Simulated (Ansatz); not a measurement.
Mulliken charges of CH5BOS (`COBS`) from PBE/def2-TZVPP in Ansatz (PBE0-D4/def2-TZVP geometry).

| atom | x (Å) | y (Å) | z (Å) | charge (e) |
| --- | --- | --- | --- | --- |
| C1 | 0.569 | 0.756 | -1.208 | -0.110 |
| O2 | 0.058 | 0.724 | 0.107 | -0.185 |
| B3 | -0.312 | -0.424 | 0.698 | 0.101 |
| S4 | -0.950 | -0.318 | 2.385 | -0.186 |
| H5 | 0.617 | -0.246 | -1.642 | 0.076 |
| H6 | -0.075 | 1.387 | -1.824 | 0.109 |
| H7 | 1.571 | 1.190 | -1.188 | 0.109 |
| H8 | -0.226 | -1.481 | 0.137 | -0.024 |
| H9 | -1.164 | -1.635 | 2.519 | 0.110 |

Question: By hand: the dipole of these point charges (1 e Å = 4.8032 D).

Answer: Σ q r = (0.159, -0.083, -0.439) e Å, of length 0.474 e Å = 2.28 D.

Question: How does the dipole of the full density compare? (Best estimate.)

Answer: Computed: (0.120, -0.138, -0.355) e Å, 1.92 D; the point charges give 1.19 times that, at 10° from its direction.

Point charges leave out the atoms' own dipoles, such as those of lone pairs, and Mulliken's split depends on the basis, so the two needn't agree.
